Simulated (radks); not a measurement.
Question: The mean radii <r> (bohr) of the occupied orbitals of an atom or ion are listed with their occupations. Method: scalar-relativistic Kohn-Sham, r2SCAN, spin-polarised, spherical densities, finite nucleus; meta-GGA in the generalised Kohn-Sham scheme; Fermi nuclear charge, rms radius of each element as measured or else 0.836 A^(1/3) + 0.57 fm; computed with a radial shooting solver on a logarithmic mesh with Libxc functionals.

orbital  occ.      <r>
1s up       1  0.03040
1s down     1  0.03040
2s up       1   0.1316
2s down     1   0.1316
2p up       3   0.1149
2p down     3   0.1149
3s up       1   0.3574
3s down     1   0.3574
3p up       3   0.3564
3p down     3   0.3564
3d up       5   0.3344
3d down     5   0.3344
4s up       1   0.8652
4s down     1   0.8637
4p up       3   0.9315
4p down     3   0.9298
4d up       5    1.117
4d down     1    1.118
5s up       1    2.194
5p up       3    2.573
5p down     1    2.824

Name the element and its charge. Open shells, if any, are filled with parallel spins first.

Answer: Z = 48, cadmium, charge +1: Cd+ in [Kr] 4d6 5s1 5p4. The 1s radius gives Z: for a bare nucleus <r> = (2 gamma + 1)/(2Z) with gamma = sqrt(1 - (Z/c)^2), 0.02993 bohr for Z = 48, and screening makes it slightly larger (0.03040 here). The occupations add up to 47, and the charge is Z minus that.
